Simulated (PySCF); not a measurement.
C₃H₁₀S₂Si, SMILES CS[SiH2]CSC (GFN2-xTB optimised geometry):

```
16

C      1.428    -2.684     0.000
S     -0.384    -2.684     0.000
C     -0.720    -0.890     0.000
Si    -0.136    -0.047    -1.605
S     -1.076     1.870    -1.824
C     -0.559     2.687    -0.278
H      1.735    -3.708     0.185
H      1.790    -2.040     0.797
H      1.802    -2.351    -0.964
H     -0.265    -0.477     0.902
H     -1.802    -0.821     0.109
H      1.310     0.182    -1.539
H     -0.555    -0.788    -2.780
H     -1.007     2.181     0.571
H      0.524     2.680    -0.205
H     -0.920     3.708    -0.331
```

Computed with PBE0/def2-TZVP (PySCF).

### Question
What are the frontier orbital energies and the dipole moment?

### Answer
HOMO-2 -8.37 eV, HOMO-1 -6.92 eV, HOMO -6.19 eV, LUMO 0.05 eV, LUMO+1 0.53 eV; dipole moment 2.43 D.

On the same geometry PySCF with PBE/def2-TZVP gives HOMO-2 -7.16 eV, HOMO-1 -5.70 eV, HOMO -5.00 eV, LUMO -0.84 eV, LUMO+1 -0.36 eV; dipole moment 2.35 D.

Meta-Löwdin charges at PBE0/def2-TZVP: C1 -0.41, S2 0.05, C3 -0.52, Si4 0.58, S5 -0.19, C6 -0.40, H7 0.14, H8 0.13, H9 0.13, H10 0.13, H11 0.15, H12 -0.11, H13 -0.08, H14 0.13, H15 0.13, H16 0.15.
